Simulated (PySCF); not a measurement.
SnO2, SMILES [Sn](=[O])=[O].

Geometry: PBE-D3(BJ)/def2-TZVP. The def2 effective core potentials stand for the cores of Sn; spin–orbit coupling is left out.

All values below come from PBE-D3(BJ)/def2-TZVP in PySCF 2.14.0.

Frequencies are harmonic and unscaled.

Modes within 1.5 cm⁻¹ of each other (mostly degenerate sets) share a row, with their intensities summed.

Computed vibrational spectrum:
```
mode  ν (cm⁻¹)  IR (km/mol)  moving atoms (share of kinetic energy)
----  --------  -----------  --------------------------------------
1–2        151         59.0                         O 79 %, Sn 21 %
3          753          0.0                                 O 100 %
4          867         77.0                         O 79 %, Sn 21 %
```
